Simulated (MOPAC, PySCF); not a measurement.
C$_{3}$H$_{7}$N, SMILES `C/C=N/C`, neutral singlet in the gas phase. 

Cartesian coordinates (Å):
```xyz
11

C     -1.8466    -0.1006     0.0160
C     -0.4130    -0.0622    -0.3792
N      0.5144     0.1194     0.4532
C      1.8676     0.1387    -0.0337
H     -2.4093     0.6738    -0.5144
H     -2.2941    -1.0603    -0.2609
H     -1.9485     0.0492     1.0902
H     -0.1949    -0.2022    -1.4515
H      1.9482    -0.0121    -1.1206
H      2.4453    -0.6384     0.4743
H      2.3310     1.0947     0.2254
```
Charge 0, multiplicity 1.

All levels are single points at this geometry (PBE0-D3(BJ)/def2-TZVP); Pople sets use spherical d functions. Orbital energies aren't observables, and empty levels follow the basis.

```
level                           HOMO (eV)  LUMO (eV)  gap (eV)  dipole (D)  vertical IE, Delta-SCF (eV)
------------------------------  ---------  ---------  --------  ----------  ---------------------------
PBE0-D3(BJ)/def2-TZVP in PySCF      -7.18       0.16      7.34        1.46                            –
B3LYP/6-311+G** in PySCF            -6.99      -0.24      6.76        1.56                            –
M06-2X/6-31G* in PySCF              -8.39       1.63     10.02        1.43                            –
HF/3-21G in PySCF                  -10.51       5.07     15.58        1.74                            –
HF/STO-3G in PySCF                  -8.89       8.35     17.24        1.45                            –
AM1 in MOPAC                       -10.32       1.31     11.63        1.62                            –
```
